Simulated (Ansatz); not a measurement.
Ansatz (a program for electronic structure) input (HF/3-21G): The .json file is the Basis Set Exchange's 3-21G.

Ansatz 0.2 input:
```yaml
crystal:
  periodic: [false, false, false]
  atoms:
    - {symbol: B, position_ang: [0.00000000, 0.00000000, 0.67351710]}
    - {symbol: F, position_ang: [-0.00000000, -0.00000000, -0.57840096]}
    - {symbol: H, position_ang: [0.00000000, 0.00000000, 1.83802321]}
basis:
  gaussian:
    orbitals: 3-21G.json
hamiltonian:
  xc: {name: HF}
total_charge: 1
phonons: {temperatures: {t_min: 298.15, t_max: 298.15, t_step: 100}}
```

Which harmonic wavenumbers does it give?

771, 771, 1666, 3037 cm⁻¹ (unscaled; negative means imaginary).
